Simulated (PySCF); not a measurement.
Polarisability and C₆ of Sc (scandium, neutral)

[Ar] 3d1 4s2, 2D determinant. All numbers are calculated (PySCF 2.14, the spin-free X2C one-electron Hamiltonian (Gaussian nucleus), in aug-cc-pwCVTZ-DK (10s9p7d4f3g, 127 functions)). Coupled (time-dependent) response in atomic units; α is the mean over directions.

```
method  mean α (bohr³)         α xx, yy, zz  C₆ (like pair)  S(−4)
   PBE           124.1  120.8, 120.8, 130.6            1522   8365
```

S(−4) is the Cauchy moment in α(ω) = α(0) + S(−4) ω² + …

Reference α: 97 ± 10 bohr³ (recommended; Schwerdtfeger and Nagle, table of static dipole polarizabilities (2023 update)). Published C₆: 1383 (Chu and Dalgarno (2004); Tang, Norbeck and Certain (1976)).

α(iu) at PBE:

```
u (hartree)  α(iu) (bohr³)
          0          124.1
     0.0500          106.7
      0.100          76.50
      0.200          38.04
      0.300          22.09
      0.500          10.71
      0.750          6.117
       1.00          4.151
       1.50          2.384
       2.00          1.573
       3.00         0.8389
       5.00         0.3602
```

A single London oscillator, α(iu) = α/(1 + u²/ω²), gives C₆ = (3/4) ω α². Matching the computed C₆ needs ω = 4 × 1522 / (3 × 124.1²) = 0.132 hartree.

The components differ because the open shell of this determinant is not spherical; for a pure term their mean is the scalar polarisability.

⟨S²⟩ = 1.04 against 0.75 shows spin contamination.
